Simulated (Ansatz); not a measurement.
C₂H₉FSi₂, SMILES CC[SiH2][SiH2]F.

Geometry optimised at PBE0-D3(BJ)/def2-SVP. The structure was generated by enumeration, and PubChem lists no compound with its InChIKey, so it may never have been made. Other conformers were not sampled.

Two levels are set side by side: PBE/def2-SVPD (Ansatz, a first-principles code) and CAM-B3LYP/def2-SVPD (Ansatz). Energy differences of separate SCF runs at the same geometry; the states with an electron removed or added have multiplicity 2 and 2. Differences are taken from unrounded values.

| quantity | PBE |
|---|---|
| vertical ionisation energy (eV) | 9.59 |
| vertical singlet–triplet gap (eV) | 5.15 |

These are the PBE values. What does CAM-B3LYP give? (The exact figures need the calculation; the answer reports its results.)


| quantity | CAM-B3LYP | PBE minus CAM-B3LYP |
|---|---|---|
| vertical ionisation energy (eV) | 10.13 | -0.53 |
| vertical singlet–triplet gap (eV) | 5.74 | -0.59 |
